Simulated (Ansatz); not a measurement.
Consider the ligand exchange at a B–C bond: `CB(O)F` + CH₃OH → `COB(O)F` + CH₄.

Computed with Ansatz on PBE0-D4/def2-TZVP structures; ΔE is electronic, products minus reactants. CCSD(T)/CBS is the MP2 limit (def2-TZVPP, def2-QZVPP) plus CCSD(T) − MP2 in def2-TZVPP, frozen cores. This one scheme is used for every species. DFT in def2-TZVPP. One conformer a species, not always the lowest.

```json
{"level": "ωB97X-V", "ΔE (kJ/mol)": "-120.6"}
{"level": "ωB97M-V", "ΔE (kJ/mol)": "-121.4"}
{"level": "PBE-QIDH", "ΔE (kJ/mol)": "-121.8"}
{"level": "revPBE", "ΔE (kJ/mol)": "-110.3"}
{"level": "CAM-B3LYP", "ΔE (kJ/mol)": "-125.9"}
{"level": "HF/def2-QZVPP", "ΔE (kJ/mol)": "-133.4"}
{"level": "MP2/def2-QZVPP", "ΔE (kJ/mol)": "-122.8"}
{"level": "SCS-MP2/def2-QZVPP", "ΔE (kJ/mol)": "-123.8"}
```

(1) What does CCSD(T)/CBS give? (Estimate.)

Largest T1 diagnostic among the species: 0.012.

Answers

(1) Computed: -121.1 kJ/mol. The listed levels differ from it by 0.5, -0.3, -0.7, 10.8, -4.8, -12.3, -1.7, -2.7 kJ/mol.

Leaving LDA and LC-ωPBE aside and taking each functional with its dispersion term where it has one, the values, not all of them listed here, spread over 15.5 kJ/mol, from BHLYP-D4 to revPBE-D4. LDA lies −8.0 kJ/mol from PBE without D4. From BLYP to BHLYP (50 % exact exchange), in def2-TZVPP and without D4, ΔE moves by −8.4 kJ/mol.
